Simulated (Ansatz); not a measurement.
Basis-set extrapolation for CH$_{6}$FNOSi, SMILES `C[Si](N)(O)F` (PBE0-D4/def2-TZVP geometry, frozen core, the Gaussian-basis code of Ansatz). Multiplicity 1, RHF reference.

```tsv
	def2-TZVPP	def2-QZVPP
HF	-559.366209	-559.389137
MP2 correlation	-1.000004	-1.081318
CCSD(T) correlation	-1.063707	not run
```

Energies in hartree. Use E(X) = E(∞) + A·exp(−7.88·√X) for Hartree–Fock and E(X) = E(∞) + B·X^(−2.97) for correlation, with X = 3 and 4, and add CCSD(T) minus MP2 of the smaller set to the MP2 limit.

Problem. What is the CCSD(T) energy at the basis-set limit?

Solution. HF limit: -559.389137 + (-0.022928) × 0.13774 = -559.39230. MP2 limit: -1.081318 + (-0.081314) × 0.74074 = -1.14155. Higher-order term: -1.063707 − (-1.000004) = -0.06370. Total: -560.59755 hartree, 440.1 kJ/mol below CCSD(T)/def2-TZVPP.
